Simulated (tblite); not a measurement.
Start geometry of `c1ccc2c(c1)cc([cH-]2)C` from a force field or distance geometry (Å):
```
atom  x, y, z in Å
C1     3.245   -0.195   -0.254
C2     1.760   -0.048   -0.131
C3     1.071    1.016    0.292
C4    -0.360    0.675    0.240
C5    -1.471    1.423    0.581
C6    -2.736    0.832    0.439
C7    -2.862   -0.491   -0.011
C8    -1.731   -1.251   -0.330
C9    -0.496   -0.659   -0.198
C10    0.844   -1.127   -0.434
H11    3.507   -0.422   -1.290
H12    3.748    0.727    0.036
H13    3.602   -0.996    0.399
H14    1.446    1.978    0.594
H15   -1.374    2.457    0.922
H16   -3.625    1.407    0.702
H17   -3.853   -0.929   -0.098
H18   -1.835   -2.283   -0.681
H19    1.110   -2.105   -0.785
```

Task: What comes out of this run: tblite 0.8.0, GFN2-xTB geometry optimisation, gas phase?

Result: 
```
atom  x, y, z in Å
C1     3.2304   -0.2026   -0.2550
C2     1.7373   -0.1039   -0.1373
C3     1.0303    1.0210    0.2893
C4    -0.3357    0.7119    0.2619
C5    -1.4906    1.4306    0.5770
C6    -2.7243    0.8351    0.4444
C7    -2.8412   -0.4892   -0.0051
C8    -1.7250   -1.2277   -0.3247
C9    -0.4564   -0.6562   -0.2010
C10    0.8388   -1.1303   -0.4382
H11    3.5322   -0.4294   -1.2823
H12    3.7037    0.7357    0.0388
H13    3.6258   -0.9984    0.3841
H14    1.4677    1.9643    0.5872
H15   -1.4177    2.4583    0.9271
H16   -3.6276    1.3896    0.6890
H17   -3.8319   -0.9288   -0.0989
H18   -1.8305   -2.2537   -0.6720
H19    1.1049   -2.1168   -0.7919
```

The energy falls by 7.2 kcal/mol over 20 L-BFGS steps, the largest force on an atom goes from 3.36 to 0.008 eV/Å, and the atoms move by 0.032 Å rms after alignment. The bond that changes most is C3–C4 (aromatic CH carbon to ring-fusion aromatic carbon), which shortens by 0.071 Å. Bonds longer at the end by more than 0.005 Å: 6 of 20; shorter: 6. Among the angles that change most is C3–C4–C5, from 130.3° to 133.5°. Rotational constants go from 3844, 981.2, 785.6 to 3847, 990.9, 791.8 MHz. The orientation of the end geometry is arbitrary; only internal coordinates are fixed.

Time: 0.24 s. Hardware: Arm Neoverse N1, one thread, on a shared host.

Its GFN2-xTB frequencies are all real (lowest 26 cm⁻¹).

These are computed values.
